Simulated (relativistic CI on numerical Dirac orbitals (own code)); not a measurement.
## What each ingredient does to the levels of Eu¹⁶⁺

Base calculation: Dirac-Coulomb-Breit CI, orbitals from a KLI potential per configuration, model QED, unscaled Slater integrals.

Configuration list (outside the closed core [Ar] 3d10 4s2): 4p6 4d10 4f, 4p6 4d10 5s, 4p6 4d10 5p, 4p6 4d9 4f2, 4p6 4d10 5d, 4p6 4d9 5s2, 4p6 4d10 5f, 4p6 4d10 6s, 4p6 4d9 5s 5p, 4p6 4d9 4f 5s, 4p5 4d10 4f2, 4p6 4d10 6p, 4p6 4d9 5p2, 4p6 4d10 5g, 4p6 4d9 5s 5d, 4p6 4d10 6d. Levels of other configurations are missing.

Variants: (1) P86 correlation estimate; (2) non-relativistic limit. Shifts of the energy above 4p6 4d10 4f 2F°_5/2, in cm⁻¹, for the lowest level and the first level of each name with at least 55 % of one term (blank where a level changes its place among those of its configuration and J or its character, or is not in the variant):

```
              Level     Base    Δ(1)     Δ(2)
4p6 4d10 4f 2F°_5/2        0       0        0
4p6 4d10 4f 2F°_7/2     7413       0    -7413
 4p6 4d10 5s 2S_1/2   131839   +9378  +135319
4p6 4d10 5p 2P°_1/2   345545  +10621  +118553
4p6 4d10 5p 2P°_3/2   417825  +10621   +46273
 4p6 4d10 5d 2D_3/2   775871  +11821   +39214
 4p6 4d10 5d 2D_5/2   789476  +11820   +25610
 4p6 4d9 4f2 4F_3/2  1067210   +1134    -3550
 4p6 4d9 4f2 4F_5/2  1069715   +1134    -6054
 4p6 4d9 4f2 4F_7/2  1074339   +1134   -10678
 4p6 4d9 4f2 4F_9/2  1081527   +1134   -17867
 4p6 4d9 4f2 4D_5/2  1097518   +1134   -11959
4p6 4d9 4f2 4K_17/2  1099953   +1133    -6478
4p6 4d9 4f2 4K_15/2  1100264   +1133    -6789
```

At this charge transitions that keep the count of f electrons are usually good to a few per cent. Terms inside the open d or f shell come out 10 to 20 % too wide with unscaled integrals. Levels that differ in their count of f electrons can be misplaced by several ten thousand cm⁻¹, since the correlation energy of f electrons is missing or only estimated; rates across such gaps can be off by orders of magnitude.

Ionisation energy from one configuration of each of the two ions, the ground ones as tabulated or assumed: base 342.785 eV; P86 correlation estimate 344.555 eV. The NIST ASD value (semi-empirical) is 344.4 ± 0.5 eV.

LS names give the leading component of a level, which can be under half, so a name can repeat, a term be missing and a line seem to break the LS rules.
